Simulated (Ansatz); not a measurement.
A run on CH5O2Si (`C[Si](O)O`) radical with other settings.

```yaml
crystal:
  periodic: [false, false, false]
  atoms:
    - {symbol: C, position_ang: [-0.744216, 0.489581, -0.962922]}
    - {symbol: Si, position_ang: [0.678049, 0.059085, 0.166735]}
    - {symbol: O, position_ang: [0.996538, -1.529568, -0.123242]}
    - {symbol: O, position_ang: [0.273750, 0.178711, 1.769616]}
    - {symbol: H, position_ang: [-0.468242, 0.323008, -2.005819]}
    - {symbol: H, position_ang: [-1.039727, 1.533439, -0.843260]}
    - {symbol: H, position_ang: [-1.597662, -0.150289, -0.717788]}
    - {symbol: H, position_ang: [1.561691, -1.976189, 0.509823]}
    - {symbol: H, position_ang: [0.428322, 1.025823, 2.189859]}
basis:
  gaussian: {orbitals: "6-31G*", point_charges: [{charge: 1.00, position_ang: [6.466, -0.047, -0.540]}]}
magnetization: {spin_polarized: true, initial_magnetization: 1}
hamiltonian: {xc: {name: revPBE0}}
accuracy: high
```

```sh
$ ansatz run in.yaml --threads 4 --pin off --events-out ev --progress --plain --max-ram 10444MiB
```

Output, abridged:

```
Functional definition: revPBE0
1649 factors; integrals over basis functions are off by at most 3.8e-9 eV
mean field evaluation 1: about -13077.4877 eV, gradient 4.9e1 eV
mean field evaluation 2: about -13068.7599 eV, gradient 6.9e1 eV
mean field evaluation 4: about -13086.4018 eV, gradient 2.2e0 eV
mean field evaluation 8: about -13086.6009 eV, gradient 1.1e-1 eV
mean field evaluation 16: about -13086.6010 eV, gradient 9.2e-5 eV
mean field -13086.60095058 eV, -480.9237145169 hartree, gradient 3.5e-8 eV, S^2 0.751657; 0 other end points of the search recorded, 0 dependent functions left out
reference -13086.60095348 eV, -480.9237146238 hartree; 21, 20 occupied and 53, 54 virtual orbitals, 1649 factors
Total energy: -13086.60095348 eV, -480.9237146238 hartree
```

It took 2.6 s on 4 threads of an Arm Neoverse V2 on a shared host, with 0.4 GiB of host memory at the peak.
